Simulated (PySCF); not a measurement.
**Working out the ionisation energy of Ar⁺**

Ar⁺ [Ne] 3s2 3p5 (2P) → Ar²⁺ [Ne] 3s2 3p4 (3P). All numbers are calculated (PySCF 2.14, no relativity, point nucleus, in 6-31G* (4s3p1d, 18 functions)). Frozen: [Ne]. Energies in hartree (1 hartree = 27.21139 eV):

```tsv
part	Ar⁺ (lower)	Ar²⁺ (upper)
UHF	-526.233445	-525.263821
CCSD correlation	-0.126767	-0.108452
(T)	-0.001241	-0.001011
```

What does Hartree-Fock give?

(-525.263821) − (-526.233445) = 0.969624 hartree = 26.385 eV.

What do CCSD and CCSD(T) give?

The CCSD correlation energies differ by 0.018315 hartree = 0.498 eV and the triples by 0.000230 hartree = 0.006 eV, so CCSD gives 26.883 eV and CCSD(T) 26.889 eV.

Reference: 27.630 eV (measured; NIST Atomic Spectra Database, ionization energies), between the lowest levels; spin-orbit coupling is absent from the calculation.

What remains against the reference includes basis incompleteness, the frozen core and higher excitations.
